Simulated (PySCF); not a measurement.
Stepwise substitution at one centre (In Cl-CH3). Isolated molecules, 0 K electronic values unless said otherwise. Strings in code marks are SMILES.

Level of theory: PBE-D3(BJ)/def2-TZVP (PySCF). Excitations are Tamm–Dancoff values on a coarser integration grid. The basis has no diffuse functions, so Rydberg states are missing or too high.

| species | S1 oscillator strength | LUMO (eV) | HOMO–LUMO gap (eV) | S1–T1 gap (TDA) (eV) |
|---|---|---|---|---|
| 0 of 3 Cl replaced by CH3 (`[Cl][In]([Cl])[Cl]`) | 0.000 | -3.94 | 4.07 | 0.30 |
| 1 of 3 Cl replaced by CH3 (`[Cl][In]([Cl])[CH3]`) | … | -2.66 | 4.58 | 0.50 |
| 2 of 3 Cl replaced by CH3 | … | -1.95 | … | 0.13 |
| 3 of 3 Cl replaced by CH3 (`[CH3][In]([CH3])[CH3]`) | 0.000 | … | 4.23 | 0.22 |

Task: Complete the blanks.

Result: 
- 1 of 3 Cl replaced by CH3 (`[Cl][In]([Cl])[CH3]`), S1 oscillator strength: 0.017
- 2 of 3 Cl replaced by CH3, S1 oscillator strength: 0.000
- 2 of 3 Cl replaced by CH3, HOMO–LUMO gap (eV): 4.39
- 3 of 3 Cl replaced by CH3 (`[CH3][In]([CH3])[CH3]`), LUMO (eV): -1.61
